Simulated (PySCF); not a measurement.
Isomers of C5H13OPSi. Level of theory: PySCF 2.14.0, PBE0-D3(BJ)/def2-SVP geometry optimisation, gas phase. One conformer each; no zero-point energy, no entropy. No frequencies were run at this level. Point groups hold within 0.08 Å.

Question: Order them by energy at this level, lowest first, and give relative energies in kcal/mol.
A. `[SiH3:1][CH2:2][P:3]1[CH2:4][CH2:5][O:6][CH2:7][CH2:8]1` with Si1–C2–P3–C4 -171°, C2–P3–C4–C5 156°, P3–C4–C5–O6 -64°, C4–C5–O6–C7 67°, C5–O6–C7–C8 -66°
B. `[CH3:1][SiH2:2][P:3]1[CH2:4][CH2:5][O:6][CH2:7][CH2:8]1` with C1–Si2–P3–C4 168°, Si2–P3–C4–C5 -153°, P3–C4–C5–O6 63°, C4–C5–O6–C7 -68°, C5–O6–C7–C8 68°

Answer: B (0.0), A (9.8).

| SMILES | E (Eh) | E rel (kcal/mol) | dipole (D) | point group | A, B, C (MHz) |
| --- | --- | --- | --- | --- | --- |
| C[SiH2]P1CCOCC1 | -903.48273 | 0.0 | 0.92 | C1 | 2954, 826.8, 720.3 |
| [SiH3]CP1CCOCC1 | -903.46709 | 9.8 | 0.85 | C1 | 3263, 758.6, 664.8 |

How do the relative energies change in single points at B97-2/pcSseg-1 (no added dispersion term) on the same geometries?

```tsv
SMILES	PBE0-D3(BJ)/def2-SVP (kcal/mol)	B97-2/pcSseg-1 (kcal/mol)	shift
C[SiH2]P1CCOCC1	0.0	0.0	0.0
[SiH3]CP1CCOCC1	9.8	10.1	+0.3
```

Each column counts from its own lowest isomer. The order is unchanged; the largest shift is 0.3 kcal/mol.
